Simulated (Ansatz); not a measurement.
`O=CC(F)[TeH]` and `FC([SiH3])[TeH]` differ in one atom or group.

Ansatz, PBE0-D4/def2-TZVP geometries, multiplicity 1. Each molecule was computed in one conformer, which needn't be the lowest.

Elements past krypton have def2 core potentials.

```tsv
property	`O=CC(F)[TeH]`
size of the dipole moment (ωB97M-V/def2-TZVPP) / D	3.21
HOMO–LUMO gap (PBE0/def2-TZVPP) / eV	5.20
ideal-gas entropy at 298 K and 1 bar (rigid rotor, harmonic PBE0-D4/def2-TZVP) / J/(mol·K)	341
HOMO–LUMO gap (B3LYP/def2-TZVPP) / eV	4.74
HOMO energy (PBE0/def2-TZVPP) / eV	-7.01
zero-point energy (PBE0-D4/def2-TZVP) / kJ/mol	119.6
```

Question: What does the change do to each property? (Estimate.)

Answer: Computed: 
```
                                                                                  property  `FC([SiH3])[TeH]`  shift
                                        size of the dipole moment (ωB97M-V/def2-TZVPP) / D               1.37  -1.84
                                                      HOMO–LUMO gap (PBE0/def2-TZVPP) / eV               5.60   0.40
ideal-gas entropy at 298 K and 1 bar (rigid rotor, harmonic PBE0-D4/def2-TZVP) / J/(mol·K)                350      9
                                                     HOMO–LUMO gap (B3LYP/def2-TZVPP) / eV               5.15   0.41
                                                        HOMO energy (PBE0/def2-TZVPP) / eV              -6.63   0.38
                                            zero-point energy (PBE0-D4/def2-TZVP) / kJ/mol              133.4   13.8
```

With PBE0 the HOMO rises by 0.38 eV and the LUMO rises by 0.77 eV, so the gap widens by about 0.39 eV. PBE moves the HOMO by 0.36 eV and ωB97M-V by 0.37 eV. The zero-point energy changes by 13.8 kJ/mol with +3 modes. Dipoles are sizes alone; their direction can turn.

B3LYP here is the variant with VWN-RPA as its local correlation; programs differ in this.

Spin–orbit coupling is left out; it splits and shifts lone-pair levels of the heavy atoms by tenths of an eV.
